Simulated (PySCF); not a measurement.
Computed shifts of a molecule C₄H₄O₃, KT2/pcSseg-1 (PySCF), GIAO, gas phase, equivalent atoms averaged, in ppm (number of nuclei): ¹³C: 157.3 (1), 142.2 (1), 100.9 (1), 89.5 (1). ¹H: 6.03 (2), 5.47 (1), 5.15 (1). References: ¹³C against TMS (σ = 185.1 ppm); ¹⁷O against H2O (σ = 330.4 ppm); ¹H against TMS (σ = 31.47 ppm), references at their B3LYP-D3(BJ)/def2-TZVP geometries, non-relativistic. Geometry optimised at TPSSh-D3(BJ)/def2-SVP. Other conformers were not sampled.

Q: Which molecule gave these data?
A) O=CC1OC=CO1
B) CC=C1OC(=O)O1
C) C=C1OCOC1=O
D) C=C1OC(C=O)O1

A: C, C=C1OCOC1=O
